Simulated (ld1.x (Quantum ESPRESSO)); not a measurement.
# Al TM: all-electron and pseudo phase curves

ld1.x (Quantum ESPRESSO) 7.5 input, shortened:

```
&input
   title='Al', zed=13., rel=2, dft='PZ', iswitch=3,
   config='[Ne] 3s2 3p1 3d-2', rel_dist='average'
 /
 &inputp
   pseudotype=2, tm=.true., lloc=2,
   nlcc=.false.
 /
3
3S  1  0   2.00   0.00  2.25  2.25  0.0
3P  2  1   1.00   0.00  2.00  2.00  0.0
3D  3  2  -2.00   0.45  2.30  2.30  0.0
 &test
   configts(1)='3s2 3p1'
 /
```

Open shells are filled in proportion to 2j + 1 (rel_dist='average').

The phase is arctan(r·u′/u) with u = r·R(r), unwrapped; energies in Ry, scanned from -3 to 5 Ry. A pole is an energy at which the radial function vanishes at the test radius. The pseudo phase is shifted by a multiple of π to meet the all-electron one at the reference energy, and phase errors are pseudo minus all-electron; the curves can meet again beyond the range given. Levels narrower than the energy grid can be missing from the lists of poles.

| channel | radius (bohr) | reference energy (Ry) | poles, all-electron | poles, pseudo | unbroken range about the reference energy with phases within 0.05 rad | phase error 1 Ry above the reference energy (rad) |
| --- | --- | --- | --- | --- | --- | --- |
| s | 2.50 | -0.58 | 0.96 | 0.84, 3.08 | below 1.4 | -0.011 |
| p1/2 | 2.50 | -0.21 | 1.76 | 1.64 | below 2.6 | -0.009 |
| p3/2 | 2.50 | -0.20 | 1.77 | 1.65 | below 2.5 | -0.009 |
| d3/2 | 2.50 | 0.45 | 2.50 | 2.56 | below 3.9 | +0.006 |
| d5/2 | 2.50 | 0.45 | 2.50 | 2.56 | below 3.9 | +0.005 |

Phases in the p1/2 channel:

```tsv
E (Ry)	all-electron	pseudo
-3.00	1.313	1.312
-2.52	1.283	1.282
-2.04	1.240	1.238
-1.56	1.173	1.171
-1.08	1.052	1.050
-0.60	0.768	0.767
-0.12	-0.075	-0.075
0.36	-1.020	-1.026
0.84	-1.351	-1.360
1.32	-1.493	-1.506
1.80	-1.577	-1.598
2.28	-1.640	-1.675
2.76	-1.699	-1.765
3.24	-1.766	-1.913
3.72	-1.859	-2.345
4.20	-2.024	-3.783
4.68	-2.430	-4.378
```
